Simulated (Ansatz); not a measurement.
Reaction (redistribution): `O[SiH](Cl)[SiH2]F` + `F[Si](F)(Cl)O[SiH2]Cl` → `O[SiH](Cl)O[Si](F)(F)Cl` + `F[SiH2][SiH2]Cl`

Gas-phase electronic energies from Ansatz, PBE0-D4/def2-TZVP geometries. CCSD(T)/CBS adds triple-zeta CCSD(T) − MP2 to the extrapolated MP2 energy (def2 sets, frozen cores). This one scheme is used for every species. Functionals use def2-TZVPP. Each species was taken in one conformer, which may not be the lowest.

```csv
level,ΔE (kJ/mol),difference from CCSD(T)/CBS
ωB97M-V,-16.5,0.1
B2PLYP,-15.2,1.4
r2SCAN,-16.5,0.1
PBE0,-16.4,0.2
HF/def2-TZVPP,-17.6,-1.0
CCSD(T)/def2-TZVPP,-17.1,-0.5
SCS-MP2/def2-QZVPP,-14.8,1.8
HF/CBS(def2),-17.7,-1.1
MP2/CBS(def2),-15.5,1.1
CCSD/CBS(def2),-17.1,-0.5
CCSD(T)/CBS,-16.6,0
```

Largest T1 diagnostic among the species: 0.012.
